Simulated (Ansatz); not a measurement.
Counterpoise correction, worked out

The pair of Cl⁻ (SMILES [Cl-], atom 1) and Cl2 (SMILES ClCl, atoms 2–3), both closed shells, in one local arrangement (a lower one may exist), relaxed at PBE0-D4/def2-TZVPD:

Cl1  (0.356, -0.035, -2.266)
Cl2  (0.000, 0.000, 0.000)
Cl3  (-0.356, 0.035, 2.265)
(Å)

Ansatz 0.2.0; basis: def2-TZVPPD; cores frozen in the correlated methods.

MP2 total energies in eV:

| system | geometry | basis functions | energy |
| --- | --- | --- | --- |
| pair | pair | all | -37529.28017 |
| Cl⁻ | as in the pair | all (partner as ghosts) | -12510.98416 |
| Cl2 | as in the pair | all (partner as ghosts) | -25016.62316 |
| Cl⁻ | as in the pair | its own | -12510.93813 |
| Cl2 | as in the pair | its own | -25016.59331 |
| Cl⁻ | free (PBE0-D4 minimum) | its own | -12510.93813 |
| Cl2 | free (PBE0-D4 minimum) | its own | -25017.23533 |

Question: Work out the interaction energy with and without the counterpoise correction, the superposition error, and the binding energy from the relaxed fragments.

Answer: Without correction: -37529.28017 − (-12510.93813) − (-25016.59331) = -1.74873 eV.
With correction (each fragment in the whole basis): -37529.28017 − (-12510.98416) − (-25016.62316) = -1.67285 eV = -38.58 kcal/mol.
The superposition error is the difference, 0.07588 eV, 4 % of the uncorrected value: each fragment borrows its partner's functions.
Deformation from the free shapes: 0.00000 eV for Cl⁻ and 0.64202 eV for Cl2.
Binding energy from relaxed fragments: -1.67285 + 0.00000 + 0.64202 = -1.03083 eV = -23.77 kcal/mol (electronic, without zero-point energy; negative means bound). The deformation is large: the pair is on the way to a chemical bond or a shared proton. For comparison, the corrected interaction energy by CCSD(T) at an estimated basis limit (MP2 extrapolated from triple and quadruple zeta, plus CCSD(T) − MP2 in triple zeta) is -1.591 eV.

T1 diagnostic: at most 0.015. The restricted Hartree–Fock reference is unstable towards an unrestricted one at one or more of these structures.

For scale, one of the runs: CCSD(T)/def2-TZVPPD, 153 basis functions, launched by `ansatz run in.yaml --threads 2 --pin off --events-out ev --progress --plain --max-ram 5222MiB`. The run took 7 s on 2 CPU threads of an Arm Neoverse V2 (shared host), with 0.68 GiB of host memory at its peak.
